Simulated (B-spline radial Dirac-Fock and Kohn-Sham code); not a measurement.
# Electron momentum distribution of Kr¹⁶⁺: Compton profiles

System: krypton as Kr¹⁶⁺, configuration [Ar] 3d2.

These are calculated numbers from an atomic code on a B-spline grid; the model is the impulse approximation on Dirac-Fock densities. pz is in atomic units of momentum; subshell profiles are per electron, for a selection of subshells; open shells are spread over both j values by their weights.

| pz | J total | J 2p1/2 | J 3s1/2 | J 3d5/2 |
| --- | --- | --- | --- | --- |
| 0 | 1.725 | 0.0429 | 0.192 | 0.0794 |
| 0.29 | 1.719 | 0.0429 | 0.189 | 0.0794 |
| 0.42 | 1.712 | 0.0429 | 0.186 | 0.0794 |
| 0.6 | 1.699 | 0.0429 | 0.181 | 0.0794 |
| 0.86 | 1.672 | 0.0429 | 0.169 | 0.0794 |
| 1.2 | 1.622 | 0.0429 | 0.150 | 0.0794 |
| 1.8 | 1.498 | 0.0429 | 0.110 | 0.0790 |
| 2.5 | 1.311 | 0.0427 | 0.0675 | 0.0773 |
| 3.6 | 0.9885 | 0.0419 | 0.0267 | 0.0694 |
| 5.2 | 0.6256 | 0.0392 | 0.0140 | 0.0483 |
| 7.5 | 0.3704 | 0.0324 | 0.0119 | 0.0209 |
| 11 | 0.2032 | 0.0200 | 0.00337 | 0.00460 |
| 15 | 0.1065 | 0.00963 | 0.000570 | 0.000844 |
| 22 | 0.03960 | 0.00238 | 0.000381 | 6.40e-05 |
| 31 | 0.01433 | 0.000439 | 0.000209 | 4.49e-06 |
| 45 | 0.003919 | 4.96e-05 | 5.63e-05 | < 1e-6 |
| 64 | 0.0009186 | 5.21e-06 | 1.15e-05 | < 1e-6 |
| 92 | 0.0001717 | < 1e-6 | 1.91e-06 | < 1e-6 |

J(0) = 1.725. The 3p3/2 subshell gives the largest part, 27 %.

Mean momentum ⟨p⟩ by subshell (a.u.): 1s1/2 31.4, 2s1/2 10.9, 2p1/2 14.6, 2p3/2 14.3, 3s1/2 5.44, 3p1/2 6.44, 3p3/2 6.34, 3d3/2 7.51, 3d5/2 7.47.
